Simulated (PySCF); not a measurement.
Species: C7H7FO.
Atom-mapped SMILES: `[OH:1][CH2:2][c:3]1[cH:4][cH:5][cH:6][cH:7][c:8]1[F:9]` (hydrogens: H10 on O1; H11, H12 on C2; H13 on C4; H14 on C5; H15 on C6; H16 on C7)

Structure used (PBE0-D3(BJ)/def2-TZVP), in Å, numbered top down from 1:
```xyz
16
C7H7FO angstrom
O      2.6368   -1.0241   -0.5297
C      2.0443    0.0527    0.1545
C      0.5394    0.0425    0.1071
C     -0.1845   -1.0951   -0.2286
C     -1.5714   -1.0800   -0.2618
C     -2.2609    0.0823    0.0464
C     -1.5631    1.2313    0.3892
C     -0.1853    1.1847    0.4138
F      0.4905    2.2968    0.7505
H      2.4140   -0.9475   -1.4616
H      2.3793   -0.0327    1.1925
H      2.4147    1.0166   -0.2141
H      0.3618   -2.0017   -0.4610
H     -2.1137   -1.9799   -0.5259
H     -3.3439    0.1004    0.0220
H     -2.0682    2.1570    0.6355
```

All values: wB97X-D/pcSseg-2 (PySCF, non-relativistic), on one gas-phase PBE0-D3(BJ)/def2-TZVP geometry that isn't relaxed in the solvent. The solvent is an IEF-PCM continuum (cavity from Bondi-type radii × 1.2). Only the electrostatic response of the medium enters.

Gas phase at wB97X-D/pcSseg-2: HOMO -8.94 eV, LUMO 1.20 eV, dipole 1.71 D.

Question: What does the continuum do to the energy, the frontier levels and the dipole at wB97X-D/pcSseg-2 in chloroform?

Answer: 
| solvent | ε | E(solvent) − E(gas) (kJ/mol) | polarisation term (kJ/mol) | distortion of the solute (kJ/mol) | HOMO (eV) | LUMO (eV) | dipole (D) |
| --- | --- | --- | --- | --- | --- | --- | --- |
| chloroform | 4.711 | -18.03 | -19.50 | 1.47 | -8.88 | 1.28 | 2.02 |

Polarisation term: ½ Σ q·V over the induced surface charges. Distortion: the rise of the solute's own energy as its density leaves the gas-phase optimum.

Question: Which radius a makes the point-dipole formula ΔE = −[(ε − 1)/(2ε + 1)]·μ²/a³ give the value in chloroform, with the gas-phase dipole?

Answer: μ = 0.671 au and |ΔE| = 0.00687 Eh give a = 1.51 Å; the farthest nucleus lies 3.34 Å from the centroid of the nuclei, so such a sphere wouldn't even hold the nuclei. The formula assumes a rigid point dipole at the centre of a sphere.

Question: Give the dipole vector in the frame of the coordinates (D, pointing from negative to positive charge), gas and chloroform.

Answer: Gas (-1.37, -0.11, -1.01), solvent (-1.61, -0.13, -1.22). Its length changes by +18 % and its direction by less than 1°.

The run took 3.8 min wall, 7.7 min CPU on 2 threads, Intel Xeon at 2.50 GHz (x86_64), shared host with 64 logical CPUs at a one-minute load of 62, and the process peaked at 2.9 GiB of memory. This is the whole shielding run at wB97X-D/pcSseg-2 in chloroform, SCF included.

The pairwise dispersion term of wB97X-D wasn't added to the energies; at a given geometry it leaves orbitals and properties as they are.
